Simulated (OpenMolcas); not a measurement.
# CH5FOSn (SMILES [CH3][SnH]([OH])[F]): methods side by side

The species is CH5FOSn (9 atoms), meant as a singlet with charge 0. As SMILES, `[CH3][SnH]([OH])[F]`. Geometry: relaxed at PBE0-D4/def2-TZVP. This is one conformer, not always the lowest.

| atom | x (Å) | y (Å) | z (Å) |
| --- | --- | --- | --- |
| C | -0.3480 | 1.3209 | -0.1726 |
| Sn | -0.2712 | -0.7574 | 0.2376 |
| O | 1.5274 | -1.3464 | 0.7250 |
| F | -0.6132 | -1.5960 | -1.4646 |
| H | -1.3617 | 1.6034 | -0.4558 |
| H | -0.0436 | 1.8854 | 0.7085 |
| H | 0.3298 | 1.5391 | -0.9976 |
| H | -1.3087 | -1.4770 | 1.3718 |
| H | 2.1777 | -1.2184 | 0.0306 |

Quantity: the energy change with the Sn2–F4 bond stretched from 1.928 to 2.507 Å, in eV. The values are calculated.

| level | kind | program | value (eV) | CPU time (all runs) |
| --- | --- | --- | --- | --- |
| BLYP/def2-SVP (core potential) (restricted) | GGA | OpenMolcas | 1.29 | 74 s |
| revPBE/def2-SVP (core potential) (restricted) | GGA | OpenMolcas | 1.28 | 84 s |
| M06-L/def2-SVP (core potential) (restricted) | meta-GGA | OpenMolcas | 1.48 | 85 s |
| r2SCAN/def2-SVP (core potential) (restricted) | meta-GGA | OpenMolcas | 1.57 | 89 s |
| B3LYP/def2-SVP (core potential) (restricted) | global hybrid | OpenMolcas | 1.53 | 62 s |
| BHLYP/def2-SVP (core potential) (restricted) | global hybrid | OpenMolcas | 1.79 | 53 s |
| M06-2X/def2-SVP (core potential) (restricted) | hybrid meta-GGA | OpenMolcas | 1.76 | 70 s |
| MP2/def2-SVP (core potential) (restricted) | perturbation theory | OpenMolcas | 1.73 | 21 s |

The first shape isn't each level's own minimum. The values span 1.28 to 1.79 eV. In the correlated wave-function rows the outer d shell of Sn is correlated, in sets not made for it. CPU times are rough (shared hosts, several kinds of processor): they show what a rung costs within a factor of a few.
